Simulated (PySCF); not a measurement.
# ECD: `InChI=1S/C5H11FGe/c1-5-2-3-7(6)4-5/h5,7H,2-4H2,1H3/t5-,7-/m0/s1`

Geometry (Å), atoms numbered from 1 in this order:
```xyz
18

C     1.979   -0.978    0.117
C     0.792   -0.044   -0.085
C    -0.306   -0.708   -0.931
C    -1.486    0.251   -1.096
Ge   -1.579    1.121    0.695
F    -1.435    2.874    0.466
C     0.188    0.396    1.252
H     2.752   -0.490    0.706
H     2.407   -1.265   -0.842
H     1.668   -1.881    0.638
H     1.131    0.850   -0.621
H     0.097   -0.999   -1.903
H    -0.638   -1.615   -0.419
H    -2.388   -0.271   -1.404
H    -1.263    1.011   -1.845
H    -2.810    1.097    1.589
H     0.063   -0.463    1.911
H     0.819    1.122    1.759
```

Method used: PySCF 2.14.0, TDDFT B3LYP/def2-SVPD circular dichroism and optical rotation, one conformer, gas phase. Geometry: GFN2-xTB.

The calculation is non-relativistic, which matters for the atoms heavier than Zn. States above about 7.7 eV (minus the energy of the highest occupied orbital) lie near or above the ionisation threshold and depend on the basis.

(1) Assign R or S to each stereocentre.

(2) Which excitations and rotatory strengths does the calculation give?

## Answers

(1) C2 S, Ge5 S.

(2) Rotatory strengths R in 10⁻⁴⁰ esu² cm², velocity form and length form (origin at the centre of mass); f in length form.
```csv
state,E (eV),λ (nm),f,R (velocity),R (length),main
1,6.61,188,0.008,-10.0,-9.5,HOMO→LUMO 0.96
2,7.27,170,0.023,+41.9,+40.9,HOMO→LUMO+1 0.89
3,7.36,169,0.0002,+6.6,+5.8,HOMO−1→LUMO 0.91
4,7.49,165,0.085,-12.9,-12.4,HOMO→LUMO+2 0.86
5,7.66,162,0.041,+8.0,+8.1,HOMO→LUMO+3 0.96
6,8.02,155,0.024,+4.5,+5.5,HOMO−1→LUMO+1 0.83
7,8.07,154,0.046,-29.1,-28.7,"HOMO−1→LUMO+2 0.38, HOMO→LUMO+5 0.27"
8,8.08,153,0.001,-3.5,-4.1,"HOMO→LUMO+5 0.66, HOMO−1→LUMO+2 0.15"
9,8.14,152,0.016,-6.9,-6.7,"HOMO→LUMO+4 0.57, HOMO−1→LUMO+2 0.29"
10,8.15,152,0.024,+29.9,+28.6,"HOMO−2→LUMO 0.77, HOMO−1→LUMO+2 0.09"
11,8.29,149,0.007,-15.0,-14.3,HOMO−3→LUMO 0.95
12,8.31,149,0.018,-4.5,-5.1,"HOMO→LUMO+6 0.66, HOMO−1→LUMO+3 0.27"
```

Among the states computed, the strongest CD band (largest |R|) is state 2. The largest dissymmetry factor in size, g = 4R/(D+G), with D and G the electric and magnetic dipole strengths, is +0.27 for state 3 (velocity form, f = 0.0003), among bands with |R| over 0.5. The mirror image has the same energies and oscillator strengths and all R with the opposite sign.
